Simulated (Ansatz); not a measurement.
Program: Ansatz. Geometries: PBE0-D4/def2-TZVP. ΔE: electronic, gas phase. CBS: MP2 limit from def2 TZ/QZ plus the TZ coupled-cluster correction, frozen cores. DFT in def2-TZVPP. HSE06 is defined as in plane-wave codes. def2 core potentials past Kr. For Sn outer-core shells are correlated without core-valence functions, which leaves a few kJ/mol of doubt a bond. Each species was taken in one conformer, which may not be the lowest.

Consider the ligand exchange at the Si–S bond: `[SiH3][S][SnH3]` + `[CH3][Al]([OH])[OH]` → `[CH3][Al]([OH])[O][SiH3]` + `[SH][SnH3]`.

Is it downhill or uphill in electronic energy at CCSD(T)/CBS, and by how much? (An estimate is asked.)

The calculation gave: Downhill: ΔE = -45.4 kJ/mol.

What do these levels give: PBE-D4, B97M-V, HSE06-D4, PBE-QIDH, PBE, r2SCAN, HSE06, RPA@PBE/def2-TZVPP, CCSD(T)/def2-SVP, CCSD/def2-TZVPP, HF/def2-QZVPP, MP2/CBS(def2)? (Best estimate.)

The calculation gave: PBE-D4 -33.1, B97M-V -50.9, HSE06-D4 -38.4, PBE-QIDH -44.9, PBE -36.1, r2SCAN -45.8, HSE06 -40.8, RPA@PBE/def2-TZVPP -54.1, CCSD(T)/def2-SVP -54.8, CCSD/def2-TZVPP -55.3, HF/def2-QZVPP -76.5, MP2/CBS(def2) -40.5 kJ/mol.

Largest T1 diagnostic among the species: 0.013.

In def2-TZVPP, CCSD(T) changes the Hartree–Fock value by +23.9 kJ/mol (the triples alone add +4.5 kJ/mol) and MP2 by +28.8 kJ/mol. At CCSD(T), def2-SVP lies −9.5 kJ/mol from the extrapolated value and def2-TZVPP −5.4 kJ/mol.
